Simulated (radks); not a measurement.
Values are calculated unless marked as measured or tabulated.
Excited configurations of neutral krypton: one electron is placed in a higher orbital outside [Ar] 3d10 4s2 4p5. The ground configuration is [Kr]. Level of theory: non-relativistic Kohn-Sham, r2SCAN, spin-polarised, spherical densities, point nucleus; open shells are filled with parallel spins first; meta-GGA in the generalised Kohn-Sham scheme (a radial shooting solver on a logarithmic mesh with Libxc functionals). Excitation = E - E(ground); binding = E(ion) - E, where the ion is the core of charge +1; n* = 1/sqrt(2 binding) in atomic units, and the quantum defect is n - n*.

| outer orbital | excitation (eV) | binding (eV) | n* | eigenvalue (eV) | <r> (bohr) |
|---|---|---|---|---|---|
| 4d | 12.647 | 1.808 | 2.743 | -0.622 | 7.992 |
| 5s | 10.539 | 3.916 | 1.864 | -2.390 | 5.453 |
| 5p | 11.957 | 2.498 | 2.334 | -1.423 | 7.500 |
| 5d | 13.274 | 1.181 | 3.395 | -0.605 | 15.14 |
| 6s | 12.751 | 1.704 | 2.826 | -1.052 | 12.33 |
| 6p | 13.172 | 1.283 | 3.257 | -0.789 | 15.82 |
| 6f | 14.027 | 0.429 | 5.634 | -0.267 | 46.42 |
| 7d | 13.934 | 0.521 | 5.108 | -0.327 | 39.59 |
| 7f | 14.135 | 0.320 | 6.517 | -0.208 | 64.78 |

The Delta-SCF ionisation energy is 14.455 eV (NIST Atomic Spectra Database: 14.000 eV, measured). Self-interaction in the functional shifts the binding energies and quantum defects, so they are the method's values and not measured ones. Open shells are spherical and high-spin; term and fine-structure splittings are not resolved.
